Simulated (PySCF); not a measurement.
Isomers of C5H10N2Si2, mass 154.038 u with the commonest isotopes. Level of theory: PBE0/pcSseg-1 in PySCF (dipole) on a GFN2-xTB geometry, gas phase. One conformer each, none proved a minimum here; rigid rotors.

Question: Order these by radius of gyration √(Σ m r²/M), smallest first.
A. `[SiH3:1][NH:2][SiH2:3][c:4]1[cH:5][cH:6][cH:7][cH:8][n:9]1` with Si1–N2–Si3–C4 -171°, N2–Si3–C4–C5 -173°
B. `[N:1]#[C:2][CH2:3][CH2:4][CH2:5][SiH2:6][SiH2:7][C:8]#[N:9]` with C2–C3–C4–C5 64°, C3–C4–C5–Si6 -179°, C4–C5–Si6–Si7 -178°, C5–Si6–Si7–C8 56°
C. `[CH:1]#[C:2][SiH2:3][NH:4][CH2:5][CH2:6][SiH2:7][C:8]#[N:9]` with C2–Si3–N4–C5 67°, Si3–N4–C5–C6 -72°, N4–C5–C6–Si7 -56°, C5–C6–Si7–C8 -172°

Answer: C (2.571 Å), A (2.637 Å), B (2.905 Å).

Question: Order these by dipole moment, smallest first.
A. `[SiH3:1][NH:2][SiH2:3][c:4]1[cH:5][cH:6][cH:7][cH:8][n:9]1` with Si1–N2–Si3–C4 -171°, N2–Si3–C4–C5 -173°
B. `[N:1]#[C:2][CH2:3][CH2:4][CH2:5][SiH2:6][SiH2:7][C:8]#[N:9]` with C2–C3–C4–C5 64°, C3–C4–C5–Si6 -179°, C4–C5–Si6–Si7 -178°, C5–Si6–Si7–C8 56°
C. `[CH:1]#[C:2][SiH2:3][NH:4][CH2:5][CH2:6][SiH2:7][C:8]#[N:9]` with C2–Si3–N4–C5 67°, Si3–N4–C5–C6 -72°, N4–C5–C6–Si7 -56°, C5–C6–Si7–C8 -172°

Answer: A (2.76 D), C (3.36 D), B (4.26 D).

Question: Order these by rotational constant B, smallest first.
A. `[CH:1]#[C:2][SiH2:3][NH:4][CH2:5][CH2:6][SiH2:7][C:8]#[N:9]` with C2–Si3–N4–C5 67°, Si3–N4–C5–C6 -72°, N4–C5–C6–Si7 -56°, C5–C6–Si7–C8 -172°
B. `[N:1]#[C:2][CH2:3][CH2:4][CH2:5][SiH2:6][SiH2:7][C:8]#[N:9]` with C2–C3–C4–C5 64°, C3–C4–C5–Si6 -179°, C4–C5–Si6–Si7 -178°, C5–Si6–Si7–C8 56°
C. `[SiH3:1][NH:2][SiH2:3][c:4]1[cH:5][cH:6][cH:7][cH:8][n:9]1` with Si1–N2–Si3–C4 -171°, N2–Si3–C4–C5 -173°

Answer: B (449.2 MHz), C (540.7 MHz), A (653.7 MHz).

```csv
SMILES,point group,Ia (u·Å²),Ib (u·Å²),Ic (u·Å²),κ,μa (D),μb (D),μc (D)
C#C[SiH2]NCC[SiH2]C#N,C1,292.33,773.13,971.43,-0.78,2.81,1.74,0.61
[SiH3]N[SiH2]c1ccccn1,–,142.25,934.69,1064.70,-0.96,2.76,0.22,0.02
N#CCCC[SiH2][SiH2]C#N,C1,274.93,1125.07,1199.91,-0.96,0.33,3.81,1.87
```
